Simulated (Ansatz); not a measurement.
## Ansatz (development build ahead of 0.2.0) run

```yaml
crystal:
  periodic: [false, false, false]
  atoms:
    - { symbol: Ir, position_ang: [0.0, 0.0, 0.0] }
basis:
  gaussian: { orbitals: def2-SVP }
magnetization:
  spin_polarized: true
  initial_magnetization: 3
hamiltonian:
  xc: hf
scf:
  omitted_lower_state_checks: [stability, starts, atomic_configurations, cluster_reference, orbital_swaps, given_window_search, neighbouring_geometries, increment]
output:
  forces: true
```

The input is written out in the form of the current development build from the run's settings. The basis set brings a core potential for Ir, so the total leaves out those core electrons.

Output:

```json
{
  "Converged": "yes",
  "Total energy": "-103.43852 hartree",
  "Spin squared of the determinant": "3.767"
}
```

Forces (eV/Å):
```tsv
atom	Fx	Fy	Fz
Ir1	0.000	0.000	0.000
```
